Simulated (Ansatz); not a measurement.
Cd2SCl2 (the lowest singlet isomer of a short search). Total charge 0; singlet. Geometry r2SCAN-D4/def2-SVP, basis def2-TZVP, Ansatz.

```xyz
5

Cd    0.909    0.675    1.342
Cd   -1.285   -0.289   -1.161
S    -1.223    1.244    0.594
Cl    2.996    0.149    2.119
Cl   -1.397   -1.779   -2.894
```

```csv
run,HOMO (eV),LUMO (eV)
A,-6.63,-3.20
B,-6.92,-3.11
C,-9.06,-1.49
D,-7.79,-2.38
E,-7.97,-2.29
F,-7.55,-2.67
```

In the def2 sets Cd takes a core potential; there is no spin–orbit coupling. B3LYP takes the VWN-RPA correlation. The structure comes from a short search, and lower isomers may exist.

Question: The runs used B3LYP, B97M-V, CAM-B3LYP, PBE, PBE0, r2SCAN0. Estimate which is which.

Answer: A PBE (0 % exact exchange); B B97M-V (0 % exact exchange); C CAM-B3LYP (range-separated); D PBE0 (25 % exact exchange); E r2SCAN0 (25 % exact exchange); F B3LYP (20 % exact exchange). Exact exchange lowers occupied and raises empty levels; among semilocal functionals meta-GGAs tend to open the gap a little, and such runs are hard to tell apart. The gap grows from 3.43 eV (PBE) to 7.57 eV (CAM-B3LYP).
